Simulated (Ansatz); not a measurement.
One change: `[F][Sn]([F])([F])[SeH]` becomes `[F][Sn]([F])([F])[Br]`.

Ansatz, PBE0-D4/def2-TZVP geometries, multiplicity 1. Each molecule was computed in one conformer, which needn't be the lowest.

Elements past krypton have def2 core potentials. Scalar relativity is left out up to krypton.

```
                               property  `[F][Sn]([F])([F])[SeH]`
      LUMO energy (PBE/def2-TZVPP) / eV                     -3.88
     LUMO energy (PBE0/def2-TZVPP) / eV                     -2.99
  LUMO energy (ωB97M-V/def2-TZVPP) / eV                     -0.96
    HOMO energy (B3LYP/def2-TZVPP) / eV                     -8.29
     HOMO energy (PBE0/def2-TZVPP) / eV                     -8.54
HOMO–LUMO gap (ωB97M-V/def2-TZVPP) / eV                      9.77
```

Problem. What does the change do to each property? (An estimate is asked.)

Solution. Computed: 
```csv
property,`[F][Sn]([F])([F])[Br]`,shift
LUMO energy (PBE/def2-TZVPP) / eV,-4.36,-0.48
LUMO energy (PBE0/def2-TZVPP) / eV,-3.44,-0.45
LUMO energy (ωB97M-V/def2-TZVPP) / eV,-1.34,-0.38
HOMO energy (B3LYP/def2-TZVPP) / eV,-9.66,-1.37
HOMO energy (PBE0/def2-TZVPP) / eV,-9.94,-1.40
HOMO–LUMO gap (ωB97M-V/def2-TZVPP) / eV,10.86,1.09
```

With PBE0 the HOMO falls by 1.40 eV and the LUMO falls by 0.45 eV, so the gap widens by about 0.95 eV. PBE moves the HOMO by -1.26 eV and ωB97M-V by -1.47 eV. The zero-point energy changes by -18.4 kJ/mol with -3 modes.

B3LYP here is the variant with VWN-RPA as its local correlation; programs differ in this.

Spin–orbit coupling is left out; it splits and shifts lone-pair levels of the heavy atoms by tenths of an eV.
